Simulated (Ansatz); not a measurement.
Ideal-gas functions of AlBrF2, SMILES `[F][Al]([F])[Br]` at 298.15 K and 1 bar, from an Ansatz frequency run at PBE0-D4/def2-TZVP.

Molar mass 144.88 g/mol, point group C2v (symmetry number 2), electronic degeneracy 1, moments of inertia 74.993, 272.323, 347.315 u Å². Harmonic wavenumbers (cm⁻¹, unscaled): 161, 213, 251, 413, 818, 950.

Use S(trans) = R[1.5 ln M + 2.5 ln T − 1.1517]; rotational temperatures θ = 24.2544 K / I; S(rot) = R[ln(√π/σ · √(T³/θAθBθC)) + 1.5]; for each mode x = 1.438777 ν̃/T, S = R[x/(eˣ − 1) − ln(1 − e⁻ˣ)] and H = RT x/(eˣ − 1); 1 cm⁻¹ = 0.0119627 kJ/mol; R = 8.31446 J/(mol·K).

Q: By hand: the entropy, in J/(mol·K).

A: Translation 170.9. Rotation: θ = 0.3234, 0.0891, 0.0698 K, giving 108.3. Vibration, mode by mode: 10.62, 8.44, 7.21, 3.83, 0.81, 0.48, in all 31.4. Electronic 0.0. Sum 310.6 J/(mol·K).

Q: By hand: H − E and G − E in kJ/mol, counted from the electronic energy.

A: Zero-point energy ½ × 2806 × 0.0119627 = 16.8; thermal vibration 5.4; translation, rotation and pV give 4 RT = 9.9. H − E = 32.1 kJ/mol, and G − E = 32.1 − 298.15 × 310.6/1000 = -60.5 kJ/mol.

Vibration gives 10 % of the entropy.
